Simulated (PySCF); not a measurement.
Br, SMILES `[Br]` (charge 0, multiplicity 2)

The numbers are results of ωB97X-D3(BJ)/def2-TZVP in PySCF, not measurements.

```json
{
 "highest_occupied_spin_orbital": "-11.29 eV",
 "dipole_moment": "0.00 D",
 "total_energy": "-2574.0224 Ha",
 "cost": "around 3 core-seconds (rough)"
}
```

Bonded distances (Å): .
Charge 0, spin multiplicity 2.
